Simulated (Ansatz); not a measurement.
Program: Ansatz. Geometries: PBE0-D4/def2-TZVP. ΔE: electronic, gas phase. CBS: MP2 limit from def2 TZ/QZ plus the TZ coupled-cluster correction, frozen cores. Functionals use def2-TZVPP. B3LYP here is the variant with VWN-RPA as its local correlation; programs differ in this. For Ge outer-core shells are correlated without core-valence functions, which leaves a few kJ/mol of doubt a bond. Scalar relativity is left out up to krypton. Each species was taken in one conformer, which may not be the lowest.

Consider the redistribution: `O[SiH2]S[Si](O)(O)O` + `O[SiH](Cl)[GeH3]` → `O[SiH](Cl)[Si](O)(O)O` + `O[SiH2][S][GeH3]`.

```
             level  ΔE (kJ/mol)  difference from CCSD(T)/CBS
            PBE-D4         52.3                         -1.2
         r2SCAN-D4         59.2                          5.7
           PBE0-D4         53.5                          0.0
           ωB97X-V         51.2                         -2.3
            B2PLYP         48.9                         -4.6
              PBE0         50.7                         -2.8
             B3LYP         44.9                         -8.6
     HF/def2-TZVPP         37.3                        -16.2
    MP2/def2-TZVPP         55.0                          1.5
   CCSD/def2-TZVPP         50.1                         -3.4
CCSD(T)/def2-TZVPP         52.4                         -1.1
    MP2/def2-QZVPP         55.6                          2.1
SCS-MP2/def2-QZVPP         49.2                         -4.3
      HF/CBS(def2)         37.1                        -16.4
     MP2/CBS(def2)         56.1                          2.6
    CCSD/CBS(def2)         51.2                         -2.3
       CCSD(T)/CBS         53.5                            0
```

Largest T1 diagnostic among the species: 0.012.

The D4 term adds +5.9 kJ/mol with B3LYP and +2.8 kJ/mol with PBE0; it sums over pairs of atoms, weighted by their polarisabilities, and B3LYP, whose exchange is more repulsive, gets the larger term. In def2-TZVPP, CCSD(T) changes the Hartree–Fock value by +15.1 kJ/mol (the triples alone add +2.3 kJ/mol) and MP2 by +17.7 kJ/mol.
